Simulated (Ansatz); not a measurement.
Computed with Ansatz on PBE0-D4/def2-TZVP structures; ΔE is electronic, products minus reactants. CBS: MP2 limit from def2 TZ/QZ plus the TZ coupled-cluster correction, frozen cores. This one scheme is used for every species. Each species was taken in one conformer, which may not be the lowest.

Reaction (substitution at a C–N bond): `BNC(=N)F` + H₂S → `N=C(F)S` + `BN`

```tsv
species	MP2/CBS(def2) energy (Eh)
`BNC(=N)F`	-274.40476
H₂S	-398.94045
`N=C(F)S`	-591.44027
`BN`	-81.89980
```

Work out ΔE.

ΔE = (-591.44027) + (-81.89980) − (-274.40476) − (-398.94045) = 0.00514 Eh = +0.14 eV. CCSD(T)/CBS gives +0.18 eV.

Largest T1 diagnostic among the species: 0.014.

In def2-TZVPP, CCSD(T) changes the Hartree–Fock value by −0.17 eV (the triples alone add −0.04 eV) and MP2 by −0.20 eV. Leaving LDA and LC-ωPBE aside and taking each functional with its dispersion term where it has one, the values, not all of them listed here, spread over 0.17 eV, from revPBE-D4 to BHLYP-D4. LDA lies +0.08 eV from PBE without D4.
